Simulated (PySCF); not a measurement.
Method: PBE0-D4/def2-TZVP run with PySCF 2.14.0. Isolated molecules, 0 K electronic values unless said otherwise. One relaxed conformer stands for a flexible species; it need not be the lowest. Delta-SCF ions had no search for a lower state. Excitations are Tamm–Dancoff values on a coarser integration grid. The basis has no diffuse functions, so Rydberg states are missing or too high.

Reference species (SMILES): `O[SiH3]` (neutral, multiplicity 1).

```yaml
HOMO: -8.73 eV
S1 excitation (TDA): 7.14 eV
vertical ionisation energy (Delta-SCF): 11.25 eV
```

After one change: the HOMO rises by 0.43 eV; the S1 excitation (TDA) falls by 1.27 eV; the vertical ionisation energy (Delta-SCF) falls by 0.75 eV.

Q: Which change was made? The new species is one of these.
(A) `O[SiH2]B(O)O`
(B) `C#C[SiH2]O`
(C) `O[SiH2]CF` (H–O–Si–C torsion 60°, O–Si–C–F torsion -60°)
(D) `O[SiH2]I` (H–O–Si–I torsion 54°)

A: B, `C#C[SiH2]O`
